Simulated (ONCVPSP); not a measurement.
**Before and after: ONCV potential for Ir**

| Property | Result |
| --- | --- |
| Element | iridium (Ir) |
| Generator | ONCVPSP 4.0.1 |
| Type | optimised norm-conserving Vanderbilt (ONCV) |
| Functional | PBE |
| Relativity | scalar-relativistic |
| Frozen core | [Kr] 4d10 4f14 |
| Valence charge | 17 |
| Reference configuration | 5s2 5p6 5d8 6s1 |
| Partial waves | 5s+6s: rc 1.55 bohr, ncon 4, nbas 7, qcut 7.8 1/bohr, 2 projectors; 5p: rc 1.60 bohr, ncon 4, nbas 9, qcut 9.3 1/bohr, 3 projectors, debl 0.7 Ha; 5d: rc 1.55 bohr, ncon 3, nbas 6, qcut 5.5 1/bohr, 3 projectors, debl 0.4 Ha |
| Local potential | polynomial inside 1.20 bohr (lpopt 3, dvloc0 4 Ha) |
| Core correction | none |

In the p channel the program set the typed energies aside and used -1.922, 0.250, 0.950 Ha.

All-electron outer shells of the reference configuration (PBE, scalar-relativistic, ld1.x):

```json
{"shell": "5s", "level (eV)": "-95.43", "outermost node (bohr)": "0.50", "outermost maximum (bohr)": "0.89"}
{"shell": "4f", "level (eV)": "-59.54", "outermost node (bohr)": "–", "outermost maximum (bohr)": "0.39"}
{"shell": "5p", "level (eV)": "-52.30", "outermost node (bohr)": "0.54", "outermost maximum (bohr)": "1.01"}
{"shell": "6s", "level (eV)": "-5.55", "outermost node (bohr)": "1.17", "outermost maximum (bohr)": "2.44"}
{"shell": "5d", "level (eV)": "-5.42", "outermost node (bohr)": "0.59", "outermost maximum (bohr)": "1.31"}
```

Change: d: rc 1.18; local potential polynomial inside 1.18 bohr (lpopt 3, dvloc0 4 Ha).

Cutoffs: the cutoffs (Ha) at which the residual kinetic energy of the hardest occupied pseudo-wave falls to 1 and 0.1 mHa per electron; they do not see the model core or the augmentation charge, which bear on the density cutoff. Errors are all-electron minus pseudo energies relative to the spin-unpolarised reference configuration.

Problem. What does the change do?

Solution. The potential gets softer (27 Ha and 50 Ha → 27 Ha and 33 Ha); both files keep a bound ghost (d); of the 4 tests that both files solve, the error grows in 1 and shrinks in 3 by more than 15 % and 0.3 meV (median size 3.3 → 2.2 meV).

| quantity | base | changed |
| --- | --- | --- |
| cutoff, loose | 27 Ha | 27 Ha |
| cutoff, tight | 50 Ha | 33 Ha |
| loose cutoff by channel | s 23 Ha, p 27 Ha, d 18 Ha | s 23 Ha, p 27 Ha, d 17 Ha |
| bound ghosts | d | d |
| GHOST(+) flags under 300 eV | none | none |
| error for 5s2 5p6 5d7 6s2, meV [ΔE 0.33 eV] | +0.1 | +1.5 |
| error for 5s2 5p6 5d7 6s1, meV [ΔE 10.21 eV] | -1.6 | +0.2 |
| error for 5s2 5p6 5d7 6s0, meV [ΔE 27.68 eV] | -5.1 | -2.8 |
| error for 5s2 5p6 5d6 6s0, meV [ΔE 58.22 eV] | -14 | -8.7 |
| s: phases at 1.58 bohr within 0.05 rad from the reference energy up to (Ha; the scan ends near 5) | to the end of the scan | to the end of the scan |
| p: phases at 1.63 bohr within 0.05 rad from the reference energy up to (Ha; the scan ends near 5) | to the end of the scan | to the end of the scan |

 A true bound ghost makes a file unfit for plane-wave use even where its test errors are small: the radial tests pick states by their node count and pass the ghost by.
